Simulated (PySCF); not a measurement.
BrPb (SMILES [Br][Pb]), doublet, at a GFN2-xTB geometry (such geometries of metal compounds can be far from the true shape) (the spin is typed, not shown lowest) (core potentials on Pb), with bond 1-2 at 1.4 times its length; PySCF with CASSCF(9,7)/def2-SVP.

Input for PySCF:
```python
from pyscf import gto, scf, mcscf
import numpy

mol = gto.M(
    atom='''
Pb    0.00000000    0.00000000   -1.83675443
Br    0.00000000    0.00000000    1.84124527
''',
    basis='def2-svp',
    ecp={'Pb': 'def2-svp'},
    spin=1,
    verbose=4,
)

mf = scf.ROHF(mol)
mf.kernel()
mc = mcscf.CASSCF(mf, 7, 9)
mc.fix_spin_(ss=0.75)
mc.kernel()
occ = numpy.linalg.eigvalsh(mc.fcisolver.make_rdm1(mc.ci, mc.ncas, mc.nelecas))[::-1]
ss = mc.fcisolver.spin_square(mc.ci, mc.ncas, mc.nelecas)[0]
print('natural occupations', occ.round(4), ' <S^2>', round(ss, 4))
```

Output, abridged:

```
PySCF version 2.14.0

[INPUT] verbose = 4
[INPUT] num. atoms = 2
[INPUT] num. electrons = 57
[INPUT] charge = 0
[INPUT] spin (= nelec alpha-beta = 2S) = 1
[INPUT] symmetry False subgroup None
[INPUT] Mole.unit = angstrom
[INPUT] Symbol           X                Y                Z      unit          X                Y                Z       unit  Magmom
[INPUT]  1 Pb     0.000000000000   0.000000000000  -1.836754430000 AA    0.000000000000   0.000000000000  -3.470962830782 Bohr   0.0
[INPUT]  2 Br     0.000000000000   0.000000000000   1.841245270000 AA    0.000000000000   0.000000000000   3.479449288451 Bohr   0.0

nuclear repulsion = 110.784797619315
number of shells = 22
number of NR pGTOs = 135
number of NR cGTOs = 58
basis = def2-svp
ecp = {'Pb': 'def2-svp'}

******** <class 'pyscf.scf.rohf.ROHF'> ********
method = ROHF
initial guess = minao
damping factor = 0
level_shift factor = 0
DIIS = <class 'pyscf.scf.diis.CDIIS'>
diis_start_cycle = 1
diis_space = 8
diis_damp = 0
SCF conv_tol = 1e-09
SCF conv_tol_grad = None
SCF max_cycles = 50
direct_scf = True
direct_scf_tol = 1e-13
num. doubly occ = 28  num. singly occ = 1
Set gradient conv threshold to 3.16228e-05
init E= -2738.30501084327

WARN: HOMO -0.580807586490498 >= LUMO -0.580807586490464

cycle= 1 E= -2762.10434012445  delta_E= -23.8  |g|= 2.12  |ddm|= 9.11
  HOMO = 0.061324333457911  LUMO = 0.123995255049299  gap/eV = 1.70536
cycle= 2 E= -2762.41646474965  delta_E= -0.312  |g|= 1.69  |ddm|= 7.75
  HOMO = -0.0905483847068691  LUMO = -0.0584853054867481  gap/eV = 0.87248
cycle= 3 E= -2763.91198533959  delta_E= -1.5  |g|= 0.252  |ddm|= 7.11
  HOMO = -0.163817431812134  LUMO = -0.0693808947752708  gap/eV = 2.56975
cycle= 4 E= -2763.92651665253  delta_E= -0.0145  |g|= 0.0618  |ddm|= 0.304
  HOMO = -0.161429776162713  LUMO = -0.0603134699339735  gap/eV = 2.75151
cycle= 5 E= -2763.92865018955  delta_E= -0.00213  |g|= 0.0182  |ddm|= 0.0889
  HOMO = -0.160286033578608  LUMO = -0.0584180202157557  gap/eV = 2.77197
cycle= 6 E= -2763.92942508428  delta_E= -0.000775  |g|= 0.00777  |ddm|= 0.0635
  HOMO = -0.158847928900705  LUMO = -0.0568284765755695  gap/eV = 2.77609
cycle= 7 E= -2763.92961217686  delta_E= -0.000187  |g|= 0.00298  |ddm|= 0.0321
  HOMO = -0.158658070126933  LUMO = -0.0563603352550594  gap/eV = 2.78366
cycle= 8 E= -2763.92963926852  delta_E= -2.71e-05  |g|= 0.00067  |ddm|= 0.0153
  HOMO = -0.158558243782387  LUMO = -0.0562307043225235  gap/eV = 2.78447
cycle= 9 E= -2763.92964007207  delta_E= -8.04e-07  |g|= 9.2e-05  |ddm|= 0.003
  HOMO = -0.158531200901258  LUMO = -0.0562027468195024  gap/eV = 2.78450
cycle= 10 E= -2763.9296400831  delta_E= -1.1e-08  |g|= 2.81e-05  |ddm|= 0.000308
  HOMO = -0.158523054322643  LUMO = -0.0561955037564631  gap/eV = 2.78447
cycle= 11 E= -2763.9296400837  delta_E= -6e-10  |g|= 7.39e-06  |ddm|= 8.16e-05
  HOMO = -0.158524222551542  LUMO = -0.0561961804617605  gap/eV = 2.78449
Extra cycle  E= -2763.92964008375  delta_E= -4.27e-11  |g|= 4.2e-06  |ddm|= 1.37e-05
converged SCF energy = -2763.92964008375

******** <class 'pyscf.mcscf.mc1step.CASSCF'> ********
CAS (5e+4e, 7o), ncore = 24, nvir = 27
max_cycle_macro = 50
max_cycle_micro = 4
conv_tol = 1e-07
conv_tol_grad = None
orbital rotation max_stepsize = 0.02
orbital rotation threshold for CI restart = 0.01
augmented hessian ah_max_cycle = 30
augmented hessian ah_conv_tol = 1e-12
augmented hessian ah_linear dependence = 1e-14
augmented hessian ah_level shift = 1e-08
augmented hessian ah_start_tol = 2.5
augmented hessian ah_start_cycle = 3
augmented hessian ah_grad_trust_region = 3
kf_trust_region = 3
kf_interval = 4
ci_response_space = 4
ci_grad_trust_region = 3
with_dep4 0
natorb = False
canonicalization = True
sorting_mo_energy = False
ao2mo_level = 2
internal_rotation = False
******** <class 'pyscf.fci.addons.SpinPenaltyFCISolver'> ********
max. cycles = 50
conv_tol = 1e-08
davidson only = True
linear dependence = 1e-12
level shift = 0.001
max iter space = 12
nroots = 1
pspace_size = 400
spin = None
CASCI E = -2763.94480527311  S^2 = 0.7500000
Set conv_tol_grad to 0.000316228
macro iter   1 ( 21 JK    4 micro), CASSCF E = -2763.95647110100  dE = -1.16658279e-02  S^2 = 0.7500000
               |grad[o]|=0.0505  |grad[c]|=0.0217  |ddm|=0.069  |maxRot[o]|=0.313
macro iter   2 ( 14 JK    4 micro), CASSCF E = -2763.95725670416  dE = -7.85603165e-04  S^2 = 0.7500000
               |grad[o]|=0.029  |grad[c]|=0.0049  |ddm|=0.0434  |maxRot[o]|=0.125
macro iter   3 ( 19 JK    4 micro), CASSCF E = -2763.95726661871  dE = -9.91454863e-06  S^2 = 0.7500000
               |grad[o]|=0.00368  |grad[c]|=0.00145  |ddm|=0.00766  |maxRot[o]|=0.0594
macro iter   4 (  7 JK    2 micro), CASSCF E = -2763.95729853976  dE = -3.19210444e-05  S^2 = 0.7500000
               |grad[o]|=0.00144  |grad[c]|=0.00103  |ddm|=0.00355  |maxRot[o]|=0.0699
macro iter   5 (  6 JK    2 micro), CASSCF E = -2763.95731033575  dE = -1.17959967e-05  S^2 = 0.7500000
               |grad[o]|=0.000671  |grad[c]|=0.000697  |ddm|=0.00207  |maxRot[o]|= 0.05
macro iter   6 (  4 JK    1 micro), CASSCF E = -2763.95731369027  dE = -3.35451932e-06  S^2 = 0.7500000
               |grad[o]|=0.000428  |grad[c]|=0.000654  |ddm|=0.000635  |maxRot[o]|=0.0316
macro iter   7 (  3 JK    1 micro), CASSCF E = -2763.95731411165  dE = -4.21374807e-07  S^2 = 0.7500000
               |grad[o]|=0.000192  |grad[c]|=0.00022  |ddm|=0.000292  |maxRot[o]|=0.0106
macro iter   8 (  3 JK    1 micro), CASSCF E = -2763.95731417580  dE = -6.41571205e-08  S^2 = 0.7500000
               |grad[o]|=7.16e-05  |grad[c]|=0.000102  |ddm|=0.000189  |maxRot[o]|=0.00363
1-step CASSCF converged in   8 macro ( 77 JK  19 micro) steps
CASSCF canonicalization
Density matrix diagonal elements [1.97578053 1.99743213 1.99040729 1.8739105  1.00234723 0.03150952
 0.1286128 ]
CASSCF energy = -2763.95731417580
CASCI E = -2763.95731417580  E(CI) = -12.7793214477483  S^2 = 0.7500000
natural occupations [1.9977 1.9917 1.9762 1.894  1.0021 0.1081 0.0302]  <S^2> 0.75
```
